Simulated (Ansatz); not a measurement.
H5OPSSi (`OP([SiH3])S`), one more setting.

```yaml
crystal:
  periodic: [false, false, false]
  atoms:
    - {symbol: O, position_ang: [-0.410845, 1.077836, -1.615406]}
    - {symbol: P, position_ang: [-0.910868, -0.164037, -0.655887]}
    - {symbol: Si, position_ang: [1.053090, -0.922233, 0.208594]}
    - {symbol: S, position_ang: [-1.472070, 0.721331, 1.178041]}
    - {symbol: H, position_ang: [0.177053, 1.707843, -1.184352]}
    - {symbol: H, position_ang: [1.758461, 0.162421, 0.949534]}
    - {symbol: H, position_ang: [1.906616, -1.366503, -0.924071]}
    - {symbol: H, position_ang: [0.775218, -2.064148, 1.114789]}
    - {symbol: H, position_ang: [-2.788155, 0.801190, 0.911557]}
basis:
  gaussian: {orbitals: def2-mTZVP}
hamiltonian: {xc: {name: B97M-V}}
```

```sh
$ ansatz run in.yaml --threads 2 --pin off --events-out ev --progress --plain --max-ram 4352MiB
```

Output, abridged:

```
Functional definition: B97M-V
1033 factors; their error is unknown
mean field evaluation 1: about -30119.6236 eV, gradient 5.1e1 eV
mean field evaluation 2: about -30100.3519 eV, gradient 1.1e2 eV
mean field evaluation 4: about -30124.0093 eV, gradient 6.8e0 eV
mean field evaluation 8: about -30124.1488 eV, gradient 1.4e-1 eV
mean field evaluation 16: about -30124.1227 eV, gradient 1.2e-4 eV
mean field -30124.12271028 eV, -1107.0410907391 hartree, gradient 2.4e-5 eV, S^2 0.000000; 0 other end points of the search recorded, 0 dependent functions left out
reference -30124.12277186 eV, -1107.0410930020 hartree; 29, 29 occupied and 76, 76 virtual orbitals, 1033 factors
Total energy: -30124.12277186 eV, -1107.0410930020 hartree
```

It took 5 s on 2 threads of an AMD EPYC 9R14 on a shared host, with 0.41 GiB of host memory at the peak.
